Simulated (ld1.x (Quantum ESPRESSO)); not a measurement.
# What one change does to a pseudopotential (rhenium (Re), TM)

- Element: rhenium (Re)
- Generator: ld1.x (Quantum ESPRESSO) 7.5
- Type: norm-conserving Troullier–Martins (Kleinman–Bylander form)
- Functional: PBEsol
- Relativity: fully relativistic
- Frozen core: [Kr] 4d10 4f14 5s2
- Valence charge: 13
- Reference configuration: 5p6 5d5 6s2 6p0
- Partial waves: 6s (bound): rc 2.30 bohr; 5p (bound): rc 1.55 bohr; 5d (bound): rc 2.65 bohr
- Local potential: all-electron potential smoothed inside 2.40 bohr (lloc = -1)
- Core correction: none

Open shells are filled in proportion to 2j + 1 (rel_dist='average').

All-electron outer shells of the reference configuration (PBEsol, scalar-relativistic, ld1.x):

```json
{"shell": "5s", "level (eV)": "-85.29", "outermost node (bohr)": "0.52", "outermost maximum (bohr)": "0.93"}
{"shell": "5p", "level (eV)": "-47.03", "outermost node (bohr)": "0.56", "outermost maximum (bohr)": "1.06"}
{"shell": "4f", "level (eV)": "-42.34", "outermost node (bohr)": "–", "outermost maximum (bohr)": "0.41"}
{"shell": "6s", "level (eV)": "-5.98", "outermost node (bohr)": "1.24", "outermost maximum (bohr)": "2.57"}
{"shell": "5d", "level (eV)": "-5.40", "outermost node (bohr)": "0.62", "outermost maximum (bohr)": "1.43"}
{"shell": "6p", "level (eV)": "-1.29", "outermost node (bohr)": "1.48", "outermost maximum (bohr)": "3.61"}
```

Change: core correction a·sin(br)/r model core inside 1.06 bohr.

Cutoffs: the cutoffs (Ry, on a coarse ladder) from which the occupation-weighted sum of valence levels, in a spherical-Bessel basis at the reference potential, stays within 10 and 1 mRy of its value at 400 Ry; they do not see the model core or the augmentation charge, which bear on the density cutoff. Errors are all-electron minus pseudo energies relative to the spin-unpolarised reference configuration.

Predict the effect on cutoff, ghosts and configuration errors.

The potential gets neither clearly harder nor softer (55 Ry and 100 Ry → 55 Ry and 100 Ry); both files keep a bound ghost (s); of the 6 tests that both files solve, the error grows in 2 and shrinks in 1 by more than 15 % and 0.3 meV (median size 13.2 → 20.7 meV). A model core, the more so a compact one, raises the density cutoff, which this test does not measure.

```tsv
quantity	base	changed
cutoff, loose	55 Ry	55 Ry
cutoff, tight	100 Ry	100 Ry
bound ghosts	s	s
tests counted (converged, no solver errors)	6 of 7	6 of 7
error for 5p6 5d5 6s1 6p0, meV [ΔE 9.30 eV]	+1.2	+0.6
error for 5p6 5d5 6s0 6p0, meV [ΔE 25.65 eV]	-23	-29
error for 5p6 5d4 6s0 6p0, meV [ΔE 52.79 eV]	+3.3	-13
error for 5p6 5d5 6s1 6p1, meV [ΔE 4.80 eV]	-136	-137
error for 5p6 5d5 6s1.5 6p0, meV [ΔE 3.81 eV]	+0.4	+0.4
error for 5p6 5d5 6s0 6p2, meV [ΔE 9.86 eV]	-327	-330
s: phases at 2.90 bohr within 0.05 rad from the reference energy up to (Ry; the scan ends near 5)	-0.2	-0.2
p1/2: phases at 2.90 bohr within 0.05 rad from the reference energy up to (Ry; the scan ends near 5)	-0.4	-0.4
p3/2: phases at 2.90 bohr within 0.05 rad from the reference energy up to (Ry; the scan ends near 5)	-0.1	-0.1
d3/2: phases at 2.90 bohr within 0.05 rad from the reference energy up to (Ry; the scan ends near 5)	1.5	1.5
d5/2: phases at 2.90 bohr within 0.05 rad from the reference energy up to (Ry; the scan ends near 5)	1.6	1.6
```

Base: Tests not counted: 5p6 5d6 6s1 6p0 (solver errors, printed error -944 eV). ld1.x printed “convergence not achieved” for 3 of the counted tests; their residual had stalled under 1e-8, short of the target of 1e-14. Changed file: Tests not counted: 5p6 5d6 6s1 6p0 (solver errors, printed error -1481 eV). A true bound ghost makes a file unfit for plane-wave use even where its test errors are small: the radial tests pick states by their node count and pass the ghost by. Where a test does run into it, the solver fails or the error is huge.
